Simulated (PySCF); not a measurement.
**Radial density of Ga(3+) (gallium, charge +3)**

PBE0, [Ar] 3d10, closed-shell 1S. All numbers are calculated (PySCF 2.14, the non-relativistic Hamiltonian (point nucleus), in def2-TZVP (6s5p4d1f, 48 functions)).

```json
{"r (bohr)": "0.000686", "4πr²ρ (e/bohr)": "0.1154"}
{"r (bohr)": "0.00115", "4πr²ρ (e/bohr)": "0.3181"}
{"r (bohr)": "0.00194", "4πr²ρ (e/bohr)": "0.8551"}
{"r (bohr)": "0.00327", "4πr²ρ (e/bohr)": "2.231"}
{"r (bohr)": "0.00549", "4πr²ρ (e/bohr)": "5.496"}
{"r (bohr)": "0.00924", "4πr²ρ (e/bohr)": "12.35"}
{"r (bohr)": "0.0155", "4πr²ρ (e/bohr)": "23.69"}
{"r (bohr)": "0.0261", "4πr²ρ (e/bohr)": "35.24"}
{"r (bohr)": "0.0440", "4πr²ρ (e/bohr)": "36.14"}
{"r (bohr)": "0.0740", "4πr²ρ (e/bohr)": "30.16"}
{"r (bohr)": "0.124", "4πr²ρ (e/bohr)": "40.25"}
{"r (bohr)": "0.209", "4πr²ρ (e/bohr)": "36.88"}
{"r (bohr)": "0.352", "4πr²ρ (e/bohr)": "20.98"}
{"r (bohr)": "0.592", "4πr²ρ (e/bohr)": "26.41"}
{"r (bohr)": "0.996", "4πr²ρ (e/bohr)": "10.66"}
{"r (bohr)": "1.67", "4πr²ρ (e/bohr)": "1.207"}
{"r (bohr)": "2.82", "4πr²ρ (e/bohr)": "0.03679"}
{"r (bohr)": "4.74", "4πr²ρ (e/bohr)": "0.0002100"}
```
